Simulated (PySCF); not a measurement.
**Bonding in N-dimethylaminodiborane**

Species: N-dimethylaminodiborane, C2H11B2N.
Geometry (PBE0-D3(BJ)/def2-SVP, Å), atoms numbered from 1 in this order:
```xyz
16
C2H11B2N angstrom
C     -1.2699   -0.7558    1.0565
N     -0.4788    0.1067    0.1784
C     -1.3152    1.0992   -0.4973
B      0.8779    0.6146    0.7428
H      1.6889   -0.0669   -0.0903
B      0.6011   -0.5961   -0.6910
H     -1.7742   -0.1512    1.8261
H     -0.6142   -1.4822    1.5485
H     -2.0281   -1.2981    0.4707
H     -0.6940    1.7232   -1.1485
H     -2.0803    0.5958   -1.1086
H     -1.8130    1.7422    0.2450
H      1.1594    0.1752    1.8331
H      1.1188    1.7713    0.4881
H      0.7133   -1.7811   -0.4820
H      0.6756   -0.1808   -1.8236
```

Bond orders from the PBE0/pcSseg-1 density (PySCF). Geometry: PBE0-D3(BJ)/def2-SVP, one conformer, isolated molecule.

Q: Give the Mayer order of every bond, beside its length.

A: 
| bond | length (Å) | Mayer order |
| --- | --- | --- |
| C1–N2 | 1.463 | 0.919 |
| N2–C3 | 1.463 | 0.919 |
| N2–B4 | 1.555 | 0.709 |
| B4–H5 | 1.348 | 0.493 |
| H5–B6 | 1.351 | 0.491 |
| B6–N2 | 1.554 | 0.710 |
| C1–H7 | 1.101 | 0.961 |
| C1–H8 | 1.095 | 0.957 |
| C1–H9 | 1.101 | 0.961 |
| C3–H10 | 1.095 | 0.957 |
| C3–H11 | 1.101 | 0.961 |
| C3–H12 | 1.101 | 0.961 |
| B4–H13 | 1.209 | 1.003 |
| B4–H14 | 1.209 | 1.004 |
| B6–H15 | 1.209 | 1.003 |
| B6–H16 | 1.209 | 1.004 |

Q: Sum the orders of all bonds at each heavy atom with more than one neighbour.

A: C1 3.798, N2 3.257, C3 3.798, B4 3.209, B6 3.208. Orders between atoms that aren't bonded are not in these sums.

Mayer orders depend on the basis set.
